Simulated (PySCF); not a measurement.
C5H7N3O.
SMILES with atom numbers: `[CH3:1][O:2][c:3]1[n:4][n:5][cH:6][n:7][c:8]1[CH3:9]`

Probes without a nucleus sit at each ring's centroid and 1 Å off its mean plane on both sides; NICS is minus the shielding there, NICSzz its component along the normal. Level: GIAO PBE0/pcSseg-1 (PySCF, non-relativistic, gas phase) on the GFN2-xTB geometry, one conformer.

Ring bond lengths (Å), with Mayer bond orders in brackets: C3–N4 1.319 (1.46), N4–N5 1.313 (1.28), N5–C6 1.306 (1.55), C6–N7 1.338 (1.36), N7–C8 1.312 (1.58), C8–C3 1.425 (1.12).

Q: Give the NICS values of each ring in ppm.

A: 
```csv
ring,type,NICS(0),"NICS(1), two faces","NICS(1)zz, two faces",rms pucker (Å),"centre to ring atoms, mean (Å)"
C3–N4–N5–C6–N7–C8,6-membered ring with 3 N; formal bonds all aromatic,-4.4,-10.3 / -10.3,-24.6 / -24.6,0.00,1.34
```

Q: What can be read from them?

A: 
- C3–N4–N5–C6–N7–C8: mean NICS(1)zz -24.6 ppm, shielded. For a flat ring without four-coordinate atoms the NICS criterion counts such a value as aromatic. NICS(0) lies 6 ppm above the mean NICS(1).

Q: How equal are the bonds by HOMA? HOMA takes Krygowski's 1993 parameters.

A: 
- C3–N4–N5–C6–N7–C8: HOMA 0.92; the largest term is that of C8–C3, α(R − Ropt)² = 0.36. The geometric and the magnetic index point the same way.

Q: What field does 14.1 T along the ring normal induce along that normal at the second NICS(1) probe listed for ring C3–N4–N5–C6–N7–C8, 1 Å off the ring?

A: NICSzz × B0 = -24.6 ppm × 14.1 T = -347 μT, against the applied field.

Q: How shielded are the nuclei of the rings and their hydrogens (means over atoms taken as equivalent)?

A: 
| atoms | environment | σ isotropic (ppm) | principal values of the symmetric part, first atom (ppm) |
| --- | --- | --- | --- |
| C3 | aromatic carbon bearing oxygen | 15.9 | -90.9, 24.8, 113.7 |
| N4 | pyridine-type nitrogen | -135.0 | -493.0, -145.1, 233.0 |
| N5 | pyridine-type nitrogen | -146.1 | -493.0, -175.6, 230.3 |
| C6 | aromatic CH next to a ring nitrogen | 28.8 | -83.5, 42.9, 127.1 |
| N7 | pyridine-type nitrogen | -73.2 | -334.0, -151.4, 265.7 |
| C8 | substituted aromatic carbon | 32.3 | -50.9, 1.9, 146.0 |
| H on C6 | aromatic hydrogen | 22.24 | 18.8, 21.9, 26.1 |

On one thread of an AMD EPYC, shared host, this took 1.9 min wall, 90 s CPU (grids of density and orbitals included) and 0.84 GiB of memory at its peak. This is the whole shielding run at PBE0/pcSseg-1, SCF included.

Conformer computed: `[CH3:1][O:2][c:3]1[n:4][n:5][cH:6][n:7][c:8]1[CH3:9]`: C1–O2–C3–N4 0°.
